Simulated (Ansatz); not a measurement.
`CC[Si]C` + HCl → `CC[Si]Cl` + CH₄  (ligand exchange at the Si–C bond)

Program: Ansatz. Geometries: PBE0-D4/def2-TZVP. ΔE: electronic, gas phase. CCSD(T)/CBS is the MP2 limit (def2-TZVPP, def2-QZVPP) plus CCSD(T) − MP2 in def2-TZVPP, frozen cores. This one scheme is used for every species. Functionals use def2-TZVPP. Each species was taken in one conformer, which may not be the lowest.

CCSD(T)/CBS gives -1.55 eV.

(1) Another level gave -1.61 eV. Which?
A. BLYP/def2-TZVPP
B. SCS-MP2/def2-TZVPP
C. revPBE/def2-TZVPP
D. CCSD(T)/def2-TZVPP

(2) What do rigid-rotor, harmonic-oscillator terms from PBE0-D4/def2-TZVP frequencies (298.15 K, 1 bar) make of the CCSD(T)/CBS value? (Estimate.)

Largest T1 diagnostic among the species: 0.012.

Results:

(1) C. revPBE -1.61, CCSD(T)/def2-TZVPP -1.51, BLYP -1.66, SCS-MP2/def2-TZVPP -1.56 eV.

(2) The calculation gave: ΔZPE = +0.10 eV, ΔH = -1.45 eV, ΔS = 0 J/(mol·K), ΔG = -1.45 eV. Modes under 50 cm⁻¹ make the entropy rough.

Leaving LDA and LC-ωPBE aside and taking each functional with its dispersion term where it has one, the values, not all of them listed here, spread over 0.07 eV, from B97M-V to revPBE-D4. LDA lies +0.06 eV from PBE without D4. In def2-TZVPP, CCSD(T) changes the Hartree–Fock value by +0.12 eV (the triples alone add −0.01 eV) and MP2 by +0.06 eV.
